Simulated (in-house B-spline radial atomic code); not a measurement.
# Ionising neutral chromium with different functionals

Computed with a B-spline radial code for spherical atoms: non-relativistic Hamiltonian, point nucleus, spin-polarised at highest spin, spherical fractional occupations for the functionals, the average over the highest-spin determinants for Hartree-Fock. The ionisation energy is the difference of two self-consistent energies, [Ar] 3d5 4s1 → [Ar] 3d5, without Breit or QED terms; ε is the level of the shell that loses the electron (its least bound occupied spin orbital).

```csv
method,rung,ΔSCF (eV),-ε(4s) (eV)
Hartree-Fock,Hartree-Fock,5.90,6.04
HF fractional,Hartree-Fock,5.90,6.04
LDA VWN5,LDA,7.46,4.53
LDA PW92,LDA,7.46,4.53
LDA exchange-only,LDA,7.02,4.11
PBE,GGA,7.26,4.36
PBEsol,GGA,7.25,4.39
BLYP,GGA,7.12,4.17
RPBE,GGA,7.16,4.30
PW91,GGA,7.32,4.42
BP86,GGA,7.40,4.52
AM05,GGA,7.25,4.39
OLYP,GGA,6.78,3.98
TPSS,meta-GGA,7.09,4.31
SCAN,meta-GGA,7.41,4.81
r2SCAN,meta-GGA,7.21,4.61
revTPSS,meta-GGA,7.07,4.32
PBE0,global hybrid,6.93,4.85
B3LYP,global hybrid,7.01,4.72
TPSSh,global hybrid,6.95,4.51
M06-2X,global hybrid,6.49,5.05
BHandHLYP,global hybrid,6.49,5.14
r2SCAN0,global hybrid,6.94,5.07
B97-1,global hybrid,6.67,4.54
HSE06,range-separated hybrid,6.99,4.51
wB97X,range-separated hybrid,6.39,6.27
CAM-B3LYP,range-separated hybrid,6.81,5.75
LC-wPBE,range-separated hybrid,6.63,6.71
```

(1) Among the functionals, which spreads more, the ΔSCF values or the orbital energies?

(2) How do they compare with the NIST value?

## Answers

(1) The orbital energies: ΔSCF values span about 1.07 eV and the orbital energies 2.73 eV.

(2) NIST lists 6.767 eV (measured, ground level to ground level). Errors run from -0.86 to +0.70 eV; OLYP is closest (+0.01 eV), but part of that can be cancellation, since the calculations leave out relativity, Breit-QED terms, multiplet and fine-structure energies. Hartree-Fock also lacks correlation.
